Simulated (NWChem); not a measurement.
Everything below was run with NWChem. System: C₄H₁₀S, charge 0, spin multiplicity 1, displaced from the optimised geometry.

Input file:

```
start mol
memory heap 200 mb stack 900 mb global 1100 mb
geometry units angstroms nocenter noautoz noautosym
  C      2.629424    -0.065153    -0.257300
  C      1.152735     0.312742    -0.572069
  S      0.048104    -0.177319     0.857272
  C     -1.607297     0.455470     0.263807
  C     -2.272399    -0.383333    -0.866941
  H      2.995776     0.459455     0.666227
  H      3.299594     0.225426    -1.111550
  H      2.739910    -1.171164    -0.092498
  H      1.054026     1.421323    -0.737976
  H      0.809237    -0.204869    -1.508712
  H     -1.488524     1.531933    -0.041680
  H     -2.248965     0.452245     1.186437
  H     -2.402780    -1.452520    -0.549427
  H     -1.657355    -0.377235    -1.807251
  H     -3.285364     0.034157    -1.124898
end
basis spherical
  * library def2-svp
end
dft
  xc becke88 lyp
  semidirect memsize 60000000 filesize 0
  iterations 100
  convergence nodiis damp 40
end
task dft gradient
```

The output up to the point where the run's verdict is printed (cleaned and shortened):

```
             Northwest Computational Chemistry Package (NWChem) 7.3.0
             --------------------------------------------------------

                                NWChem Input Module
                                -------------------

 Scaling coordinates for geometry "geometry" by  1.889725989
 (inverse scale =  0.529177249)

                             Geometry "geometry" -> ""
                             -------------------------

 Output coordinates in angstroms (scale by  1.889725989 to convert to a.u.)

  No.       Tag          Charge          X              Y              Z
 ---- ---------------- ---------- -------------- -------------- --------------
    1 C                    6.0000     2.62942400    -0.06515300    -0.25730000
    2 C                    6.0000     1.15273500     0.31274200    -0.57206900
    3 S                   16.0000     0.04810400    -0.17731900     0.85727200
    4 C                    6.0000    -1.60729700     0.45547000     0.26380700
    5 C                    6.0000    -2.27239900    -0.38333300    -0.86694100
    6 H                    1.0000     2.99577600     0.45945500     0.66622700
    7 H                    1.0000     3.29959400     0.22542600    -1.11155000
    8 H                    1.0000     2.73991000    -1.17116400    -0.09249800
    9 H                    1.0000     1.05402600     1.42132300    -0.73797600
   10 H                    1.0000     0.80923700    -0.20486900    -1.50871200
   11 H                    1.0000    -1.48852400     1.53193300    -0.04168000
   12 H                    1.0000    -2.24896500     0.45224500     1.18643700
   13 H                    1.0000    -2.40278000    -1.45252000    -0.54942700
   14 H                    1.0000    -1.65735500    -0.37723500    -1.80725100
   15 H                    1.0000    -3.28536400     0.03415700    -1.12489800

 Effective nuclear repulsion energy (a.u.)     229.2827551646

            Nuclear Dipole moment (a.u.)
            ----------------------------
        X                 Y               Z
 ---------------- ---------------- ----------------
[...]
 d= 0,ls=0.0         52   -328.7962534543 -4.35D+00  3.24D-01              37.3
 d= 0,ls=0.0         53   -324.4430725327  4.35D+00  3.24D-01              38.0
 d= 0,ls=0.0         54   -328.7962534543 -4.35D+00  3.24D-01              38.7
 d= 0,ls=0.0         55   -324.4430725327  4.35D+00  3.24D-01              39.4
 d= 0,ls=0.0         56   -328.7962534543 -4.35D+00  3.24D-01              40.1
 d= 0,ls=0.0         57   -324.4430725328  4.35D+00  3.24D-01              40.8
 d= 0,ls=0.0         58   -328.7962534543 -4.35D+00  3.24D-01              41.5
 d= 0,ls=0.0         59   -324.4430725328  4.35D+00  3.24D-01              42.2
 d= 0,ls=0.0         60   -328.7962534543 -4.35D+00  3.24D-01              42.9
 d= 0,ls=0.0         61   -324.4430725328  4.35D+00  3.24D-01              43.6
 d= 0,ls=0.0         62   -328.7962534543 -4.35D+00  3.24D-01              44.3
 d= 0,ls=0.0         63   -324.4430725328  4.35D+00  3.24D-01              45.0
 d= 0,ls=0.0         64   -328.7962534543 -4.35D+00  3.24D-01              45.7
 d= 0,ls=0.0         65   -324.4430725328  4.35D+00  3.24D-01              46.4
 d= 0,ls=0.0         66   -328.7962534543 -4.35D+00  3.24D-01              47.0
 d= 0,ls=0.0         67   -324.4430725328  4.35D+00  3.24D-01              47.7
 d= 0,ls=0.0         68   -328.7962534543 -4.35D+00  3.24D-01              48.4
 d= 0,ls=0.0         69   -324.4430725328  4.35D+00  3.24D-01              49.1
 d= 0,ls=0.0         70   -328.7962534543 -4.35D+00  3.24D-01              49.8
 d= 0,ls=0.0         71   -324.4430725328  4.35D+00  3.24D-01              50.5
 d= 0,ls=0.0         72   -328.7962534543 -4.35D+00  3.24D-01              51.2
 d= 0,ls=0.0         73   -324.4430725328  4.35D+00  3.24D-01              51.9
 d= 0,ls=0.0         74   -328.7962534543 -4.35D+00  3.24D-01              52.6
 d= 0,ls=0.0         75   -324.4430725328  4.35D+00  3.24D-01              53.3
 d= 0,ls=0.0         76   -328.7962534543 -4.35D+00  3.24D-01              54.0
 d= 0,ls=0.0         77   -324.4430725328  4.35D+00  3.24D-01              54.7
 d= 0,ls=0.0         78   -328.7962534543 -4.35D+00  3.24D-01              55.4
 d= 0,ls=0.0         79   -324.4430725328  4.35D+00  3.24D-01              56.1
 d= 0,ls=0.0         80   -328.7962534543 -4.35D+00  3.24D-01              56.8
 d= 0,ls=0.0         81   -324.4430725328  4.35D+00  3.24D-01              57.5
 d= 0,ls=0.0         82   -328.7962534543 -4.35D+00  3.24D-01              58.1
 d= 0,ls=0.0         83   -324.4430725327  4.35D+00  3.24D-01              58.8
 d= 0,ls=0.0         84   -328.7962534543 -4.35D+00  3.24D-01              59.5
 d= 0,ls=0.0         85   -324.4430725327  4.35D+00  3.24D-01              60.2
 d= 0,ls=0.0         86   -328.7962534543 -4.35D+00  3.24D-01              60.9
 d= 0,ls=0.0         87   -324.4430725327  4.35D+00  3.24D-01              61.6
 d= 0,ls=0.0         88   -328.7962534543 -4.35D+00  3.24D-01              62.3
 d= 0,ls=0.0         89   -324.4430725328  4.35D+00  3.24D-01              63.0
 d= 0,ls=0.0         90   -328.7962534543 -4.35D+00  3.24D-01              63.7
 d= 0,ls=0.0         91   -324.4430725328  4.35D+00  3.24D-01              64.4
 d= 0,ls=0.0         92   -328.7962534543 -4.35D+00  3.24D-01              65.1
 d= 0,ls=0.0         93   -324.4430725328  4.35D+00  3.24D-01              65.8
 d= 0,ls=0.0         94   -328.7962534543 -4.35D+00  3.24D-01              66.5
 d= 0,ls=0.0         95   -324.4430725328  4.35D+00  3.24D-01              67.2
 d= 0,ls=0.0         96   -328.7962534543 -4.35D+00  3.24D-01              67.9
 d= 0,ls=0.0         97   -324.4430725328  4.35D+00  3.24D-01              68.6
 d= 0,ls=0.0         98   -328.7962534543 -4.35D+00  3.24D-01              69.3
 d= 0,ls=0.0         99   -324.4430725328  4.35D+00  3.24D-01              70.0
 d= 0,ls=0.0        100   -328.7962534543 -4.35D+00  3.24D-01              70.6
```

Convergence was not reached. The next line reads: Calculation failed to converge. NWChem stopped with the message: dft gradient failed.
